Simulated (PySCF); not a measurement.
Isomers of C4H15NOSi3, mass 177.046 u with the commonest isotopes. Theory: PBE0/pcSseg-1 in PySCF (dipole) on a GFN2-xTB geometry, gas phase. One conformer each, none proved a minimum here; rigid rotors.

**Question.** Order these by rotational constant C, largest first.
A. `[NH2:1][SiH2:2][SiH2:3][O:4][SiH:5]1[CH2:6][CH2:7][CH2:8][CH2:9]1` with H–N1–Si2–Si3 -174° and 49°, N1–Si2–Si3–O4 -177°, Si2–Si3–O4–Si5 180°, Si3–O4–Si5–C6 -51°, O4–Si5–C6–C7 135°, Si5–C6–C7–C8 -39°, C6–C7–C8–C9 52°, C7–C8–C9–Si5 -37°
B. `[SiH3:1][O:2][SiH2:3][SiH2:4][N:5]1[CH2:6][CH2:7][CH2:8][CH2:9]1` with Si1–O2–Si3–Si4 -64°, O2–Si3–Si4–N5 166°, Si3–Si4–N5–C6 26°, Si4–N5–C6–C7 -152°, N5–C6–C7–C8 -36°, C6–C7–C8–C9 16°, C7–C8–C9–N5 8°
C. `[CH3:1][O:2][C@@H:3]1[SiH2:4][CH2:5][SiH2:6][CH2:7][Si@H:8]1[NH2:9]` with C1–O2–C3–Si4 -73°, C7–Si8–N9–H -60° and 165°, O2–C3–Si4–C5 -170°, C3–Si4–C5–Si6 57°, Si4–C5–Si6–C7 -57°, C5–Si6–C7–Si8 52°
D. `[CH2:1]=[C:2]([CH3:3])[SiH2:4][N:5]([SiH3:6])[SiH2:7][O:8][CH3:9]` with C1–C2–Si4–N5 112°, C2–Si4–N5–Si6 -10°, Si4–N5–Si7–O8 7°, N5–Si7–O8–C9 180°
E. `[O:1]=[CH:2][CH2:3][CH2:4][C:5]([SiH3:6])([SiH3:7])[NH:8][SiH3:9]` with O1–C2–C3–C4 6°, C2–C3–C4–C5 -160°, C3–C4–C5–Si6 -54°, C4–C5–N8–Si9 41°

**Answer.** E (566.0 MHz), C (526.0 MHz), D (477.2 MHz), A (363.5 MHz), B (347.6 MHz).

**Question.** Order these by rotational constant B, smallest first.
A. `[CH2:1]=[C:2]([CH3:3])[SiH2:4][N:5]([SiH3:6])[SiH2:7][O:8][CH3:9]` with C1–C2–Si4–N5 112°, C2–Si4–N5–Si6 -10°, Si4–N5–Si7–O8 7°, N5–Si7–O8–C9 180°
B. `[CH3:1][O:2][C@@H:3]1[SiH2:4][CH2:5][SiH2:6][CH2:7][Si@H:8]1[NH2:9]` with C1–O2–C3–Si4 -73°, C7–Si8–N9–H -60° and 165°, O2–C3–Si4–C5 -170°, C3–Si4–C5–Si6 57°, Si4–C5–Si6–C7 -57°, C5–Si6–C7–Si8 52°
C. `[O:1]=[CH:2][CH2:3][CH2:4][C:5]([SiH3:6])([SiH3:7])[NH:8][SiH3:9]` with O1–C2–C3–C4 6°, C2–C3–C4–C5 -160°, C3–C4–C5–Si6 -54°, C4–C5–N8–Si9 41°
D. `[SiH3:1][O:2][SiH2:3][SiH2:4][N:5]1[CH2:6][CH2:7][CH2:8][CH2:9]1` with Si1–O2–Si3–Si4 -64°, O2–Si3–Si4–N5 166°, Si3–Si4–N5–C6 26°, Si4–N5–C6–C7 -152°, N5–C6–C7–C8 -36°, C6–C7–C8–C9 16°, C7–C8–C9–N5 8°

**Answer.** D (370.6 MHz), A (598.1 MHz), C (684.4 MHz), B (815.3 MHz).

**Question.** Order these by radius of gyration √(Σ m r²/M), largest first.
A. `[O:1]=[CH:2][CH2:3][CH2:4][C:5]([SiH3:6])([SiH3:7])[NH:8][SiH3:9]` with O1–C2–C3–C4 6°, C2–C3–C4–C5 -160°, C3–C4–C5–Si6 -54°, C4–C5–N8–Si9 41°
B. `[CH3:1][O:2][C@@H:3]1[SiH2:4][CH2:5][SiH2:6][CH2:7][Si@H:8]1[NH2:9]` with C1–O2–C3–Si4 -73°, C7–Si8–N9–H -60° and 165°, O2–C3–Si4–C5 -170°, C3–Si4–C5–Si6 57°, Si4–C5–Si6–C7 -57°, C5–Si6–C7–Si8 52°
C. `[SiH3:1][O:2][SiH2:3][SiH2:4][N:5]1[CH2:6][CH2:7][CH2:8][CH2:9]1` with Si1–O2–Si3–Si4 -64°, O2–Si3–Si4–N5 166°, Si3–Si4–N5–C6 26°, Si4–N5–C6–C7 -152°, N5–C6–C7–C8 -36°, C6–C7–C8–C9 16°, C7–C8–C9–N5 8°
D. `[CH2:1]=[C:2]([CH3:3])[SiH2:4][N:5]([SiH3:6])[SiH2:7][O:8][CH3:9]` with C1–C2–Si4–N5 112°, C2–Si4–N5–Si6 -10°, Si4–N5–Si7–O8 7°, N5–Si7–O8–C9 180°

**Answer.** C (2.907 Å), D (2.513 Å), A (2.450 Å), B (2.368 Å).

```
                         SMILES  point group  Ia (u·Å²)  Ib (u·Å²)  Ic (u·Å²)      κ  μa (D)  μb (D)  μc (D)
     [SiH3]O[SiH2][SiH2]N1CCCC1           C1     174.89    1363.78    1453.91  -0.98    1.37    0.13    0.40
      N[SiH2][SiH2]O[SiH]1CCCC1           C1     172.13    1383.83    1390.25  -1.00    0.54    0.37    1.04
  O=CCCC([SiH3])([SiH3])N[SiH3]           C1     493.94     738.47     892.96  -0.48    1.46    0.94    1.83
  C=C(C)[SiH2]N([SiH3])[SiH2]OC           C1     332.91     844.96    1059.10  -0.77    0.99    0.12    0.25
CO[C@@H]1[SiH2]C[SiH2]C[Si@H]1N           C1     404.17     619.90     960.71  -0.20    0.56    0.56    1.19
```
